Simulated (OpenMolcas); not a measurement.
# Cu3+ in K2NaGaF6

Cu3+ with its 6 nearest fluoride ions at 1.881 Å, on the Ga site of K2NaGaF6 (a = 8.246 Å, distance in the model lattice 1.938 Å). The rest of the host is ab initio model potentials to 7.6 Å, with orthogonalisation functions on the cations behind the ligands, and point charges beyond; the distance is set by hand and nothing relaxes. Ligand basis ANO-RCC-VDZP.

- Program: OpenMolcas 26.06
- Method: CASSCF
- Basis: ANO-RCC-VDZP [5s4p2d1f]
- Scalar Hamiltonian: DKH2, point nucleus
- Active space: 8 electrons in 5 orbitals (3d)
- State averaging: 2S+1 = 3 even, 10 roots; 2S+1 = 1 even, 15 roots
- Spin-orbit coupling: state interaction with AMFI integrals over the reference wave functions

The lowest spin-free states (labels of O, the rotations of Oh), above the lowest:

```json
{"State": "3A2", "Degeneracy": "1", "E (cm-1)": "0.0"}
{"State": "3T2", "Degeneracy": "3", "E (cm-1)": "11437"}
{"State": "1E", "Degeneracy": "2", "E (cm-1)": "18038"}
{"State": "3T1", "Degeneracy": "3", "E (cm-1)": "19251"}
{"State": "1T2", "Degeneracy": "3", "E (cm-1)": "29133"}
{"State": "1A1", "Degeneracy": "1", "E (cm-1)": "29739"}
{"State": "3T1", "Degeneracy": "3", "E (cm-1)": "34872"}
{"State": "1T1", "Degeneracy": "3", "E (cm-1)": "35335"}
{"State": "1E", "Degeneracy": "2", "E (cm-1)": "45999"}
{"State": "1T2", "Degeneracy": "3", "E (cm-1)": "46392"}
{"State": "1A1", "Degeneracy": "1", "E (cm-1)": "77513"}
```

The lowest levels with spin-orbit coupling:

| E (cm-1) | Degeneracy | Label | 2S+1 |
| --- | --- | --- | --- |
| 0.0 | 3 | T2 | 3 |
| 11030 | 2 | E | 3 |
| 11260 | 3 | T1 | 3 |
| 11809 | 3 | T2 | 3 |
| 12029 | 1 | A2 | 3 |
| 17764 | 2 | E | 1 (81 %) |
| 18239 | 1 | A1 | 3 |
| 18929 | 3 | T1 | 3 |
| 19978 | 3 | T2 | 3 |
| 20573 | 2 | E | 3 (82 %) |
| 29033 | 3 | T2 | 1 |
| 29944 | 1 | A1 | 1 |
| 34761 | 2 | E | 3 |
| 34999 | 3 | T2 | 3 |
| 35211 | 3 | T1 | 3 (72 %) |
| 35580 | 1 | A1 | 3 |
| 35637 | 3 | T1 | 1 (72 %) |
| 46203 | 2 | E | 1 |
| 46591 | 3 | T2 | 1 |
| 77754 | 1 | A1 | 1 |

Powder χT (cm3 K/mol): 1.25 at 2 K, 1.25 at 10 K, 1.25 at 50 K, 1.26 at 100 K, 1.27 at 200 K, 1.29 at 300 K. The effective moment at 300 K is 2.828 √(χT) = 3.21 μB.

The lowest level has 2S+1 = 3, for which the spin-only value is χT = S(S+1) / 2 = 1.000 cm3 K/mol (g = 2). The computed 1.286 at 300 K differs by +0.286, through orbital momentum, spin-orbit coupling and any other state in reach.

Metal share of the active 3d orbitals (Löwdin): 84, 84, 96, 96, 96 %; Mulliken charge of the metal 1.76.

A least-squares ligand-field fit to the states below 45000 cm-1, each weighted by its degeneracy and with a free common offset, gives 10Dq = 11645 cm-1, B = 1288 cm-1 and C = 4241 cm-1 (C/B = 3.29), with an rms deviation of 145 cm-1.

Without dynamic correlation the repulsion within the d shell is too large (B by tens of per cent), so at a given field states of lower spin stand too high. The least metal-like active orbital is 84 % on the metal (Löwdin) and no ligand orbital is active, so the numbers are rough. Ligand-to-metal charge-transfer states are missing. With no ligand orbital active B as a rule stays too high, so bands that hang on it stand too high and its fall with covalency is understated. With metal d orbitals alone and no dynamic correlation 10Dq can be off by a tenth to a fifth, either way, in oxide and fluoride hosts. No measured value stands beside these numbers; the geometry was set by hand and not optimised.
